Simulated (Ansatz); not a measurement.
A made-up structure of SiH$_{2}$BrO (charge -1), singlet:

```
5
angstrom
O -0.9858 -0.6380 -0.5749
Si 0.6100 -0.0433 -0.7683
Br 1.4646 -0.5005 1.5220
H 1.5429 0.0290 -1.8363
H 0.3502 1.4310 -0.3554
```

It is relaxed with PBE-D4/def2-SVPD and then PBE0-D4/def2-TZVPD (Ansatz 0.2.0). Atoms count as bonded within 1.22 times the sum of their covalent radii (H–H: 0.88 Å). The end point is not checked to be a true minimum.

Question: Does its bonding change? (Judge from chemistry; the calculation decides.)

Answer: Computed: No: no bond forms or breaks.

Where it ends: The first stage lowers the energy by 1.16 eV in 7 steps. It ends as SiH₂BrO ([O][SiH2][Br]), total charge -1:
```xyz
5
angstrom
O -0.9219 -0.6953 -0.7880
Si 0.4084 0.0688 -0.5978
Br 1.6270 -0.5069 1.3486
H 1.5118 -0.1470 -1.6018
H 0.3566 1.5586 -0.3740
```

Labels in which every atom is bracketed show which atoms are joined, not bond orders.

For scale, one of the runs: PBE0-D4/def2-TZVPD relaxation, 158 basis functions, launched by `ansatz run in.yaml --threads 2 --pin off --events-out ev --progress --plain --max-ram 4352MiB`. The run took about 27 s on 2 CPU threads of an Arm Neoverse V1 (shared host).
